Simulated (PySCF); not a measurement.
All values below come from TPSSh-D3(BJ)/def2-TZVP // BP86-D3(BJ)/def2-SVP (PySCF). Gas-phase values, no solvent. One relaxed conformer stands for a flexible species; it need not be the lowest. 

Reference species: [Ti(NH2)3(H)] (neutral, multiplicity 1).

```json
{
  "mean_distance_from_the_central_atom_to_its_bonded_neighbours": "1.843 Å",
  "charge on the central atom (Mulliken)": "1.31 e",
  "charge on the central atom (meta-Löwdin)": "1.11 e"
}
```

Changed species: [Ti(NH2)4] (0 of 4 NH2 replaced by H; the reference has 1 of 4 NH2 replaced by H).

Task: Give the shifts of the mean distance from the central atom to its bonded neighbours, charge on the central atom (Mulliken) and charge on the central atom (meta-Löwdin).

Result: the mean distance from the central atom to its bonded neighbours rises by 0.056 Å, to 1.899 Å; the charge on the central atom (Mulliken) rises by 0.27 e, to 1.58 e; the charge on the central atom (meta-Löwdin) goes up by 0.11 e, to 1.22 e.
